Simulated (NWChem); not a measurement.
## ClLi in NWChem

SMILES: [Cl][Li]
```xyz
2

Li     0.0000     0.0000    -1.7006
Cl     0.0000     0.0000     0.3001
```
Charge 0, spin multiplicity 1.

Everything below was run with NWChem. The geometry was optimised at B3LYP/def2-SVP, a minimum by its harmonic frequencies.

Symmetry labels belong to the abelian group C2v used in the runs, with the axes of the coordinates shown; states degenerate in a higher group split over its labels.

B3LYP has NWChem's definition, with VWN1-RPA local correlation. The structure started from a generated list of species.

### Question
List the lowest 3 singlet excitations that TD-B3LYP/aug-cc-pVDZ, VWN1-RPA local correlation gives, with oscillator strengths.

### Answer
| state | symmetry | energy (eV) | wavelength (nm) | f |
|---|---|---|---|---|
| 1 | b1 | 4.39 | 283 | 0.024 |
| 2 | b2 | 4.39 | 283 | 0.024 |
| 3 | a1 | 5.12 | 242 | 0.020 |
